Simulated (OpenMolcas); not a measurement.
## Ta3+: moving the ligands

Ta3+ with its 6 nearest fluoride ions at 1.998 Å, on the Ga site of K2NaGaF6 (a = 8.246 Å, distance in the model lattice 1.938 Å). The rest of the host is ab initio model potentials to 7.6 Å, with orthogonalisation functions on the cations behind the ligands, and point charges beyond; the distance is set by hand and nothing relaxes. Ligand basis ANO-RCC-VDZP.
```
Ta    0.0000    0.0000    0.0000
F     1.9980    0.0000    0.0000
F     0.0000    1.9980    0.0000
F    -1.9980    0.0000    0.0000
F     0.0000   -1.9980    0.0000
F     0.0000    0.0000    1.9980
F     0.0000    0.0000   -1.9980
```

- Program: OpenMolcas
- Method: CASSCF
- Basis: ANO-RCC-VTZP [8s7p5d3f2g1h]
- Scalar Hamiltonian: DKH2, point nucleus
- Active space: 2 electrons in 5 orbitals (5d)
- State averaging: 2S+1 = 3 even, 10 roots; 2S+1 = 1 even, 15 roots
- Spin-orbit coupling: RASSI with atomic mean-field integrals over the reference wave functions

Runs around this geometry, states (labels of O, the rotations of Oh). Energies in cm-1 above the lowest state or level, χT in cm3 K/mol; under a threefold ground state the first gap can be a small split of the lowest multiplet, not the spin-orbit step; 10Dq and B are least-squares fits to the states below 45000 cm-1, weighted by degeneracy, with a free offset, and given where the rms deviation is under 5 % of |10Dq| (or 100 cm-1) and under 700 cm-1.

```csv
R (Å),Ground state,First state of that spin,10Dq,B (rms of fit),First gap with spin-orbit (degeneracies),χT at 300 K,First state of another spin
1.938,3T1,3T2 41455,,,"147.6 (2, 3)",0.200,1E 9158
1.998,3T1,3T2 36225,37837,661 (72),"168.7 (2, 3)",0.183,1E 9278
2.03,3T1,3T2 33710,35365,662 (65),"181.3 (2, 3)",0.174,1E 9342
```

Taking the first state of the same spin as R^-n, n = -ln(33710 / 41455) / ln(2.03 / 1.938) = 4.5 between the shortest and longest distance.

An orbital triplet at a regular site is open to Jahn-Teller coupling, which can distort the site and quench the lowest spin-orbit gaps and is left out. Without dynamic correlation the repulsion within the d shell is too large (B by tens of per cent), so at a given field states of lower spin stand too high. With metal d orbitals alone the field can be off either way by tens of per cent. Ligand-to-metal charge-transfer states are missing. With no ligand orbital active B as a rule stays too high, so bands that hang on it stand too high and its fall with covalency is understated. The least metal-like active orbital is 77 % on the metal (Löwdin) and no ligand orbital is active, so the numbers are rough (holds for R = 1.938). The least metal-like active orbital is 79 % on the metal (Löwdin) and no ligand orbital is active, so the numbers are rough (holds for R = 1.998). The least metal-like active orbital is 80 % on the metal (Löwdin) and no ligand orbital is active, so the numbers are rough (holds for R = 2.03). No measured value stands beside these numbers; the geometry was set by hand and not optimised.
